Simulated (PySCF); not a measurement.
A structure optimised at B3LYP-D3(BJ)/def2-SVP, used in a PySCF frequency run:

```xyz
13

B      0.0000     0.0000    -1.4928
N      0.0000     1.2359    -0.7422
B      0.0000     1.3379     0.6408
N      0.0000     0.0000     1.4236
B      0.0000    -1.3379     0.6408
N      0.0000    -1.2359    -0.7422
H      0.0000     0.0000    -2.6871
H      0.0000     2.1024    -1.2777
H      0.0000     2.3439     1.2838
H      0.7998     0.0000     2.0781
H     -0.7998     0.0000     2.0781
H      0.0000    -2.3439     1.2838
H      0.0000    -2.1024    -1.2777
```
Charge +1, spin multiplicity 1.

Problem. Write its SMILES, formula and point group.

Solution. B1NB[NH2+]BN1, B₃H₇N₃, C2v

Problem. What are its rotational constants (standard atomic weights)?

Solution. 5.0216, 4.9178, 2.5165 GHz
